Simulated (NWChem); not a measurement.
System: Br cation, triplet

Results from NWChem. Spin-unrestricted. The open p shell is one determinant without spherical averaging. No stability test was run on the SCF state. Total energies compare along this basis series because the functional is fixed.

```
level            basis functions  energy (Ha)  highest occupied level (eV)  lowest empty minus highest occupied level, either spin (eV)  <S²>  relative time
---------------  ---------------  -----------  ---------------------------  -----------------------------------------------------------  ----  -------------
UHF/cc-pVDZ                   27   -2571.9714                       -21.03                                                        11.01  2.01              1
UHF/aug-cc-pVDZ               36   -2571.9729                       -20.99                                                        10.99  2.01              1
UHF/cc-pVTZ                   43   -2572.0499                       -21.09                                                        11.23  2.01              3
UHF/aug-cc-pVTZ               59   -2572.0503                       -21.10                                                        11.25  2.01              3
UHF/cc-pVQZ                   68   -2572.0529                       -21.10                                                        11.26  2.01              4
```

The last column is a rough cost ratio, cheapest run = 1.
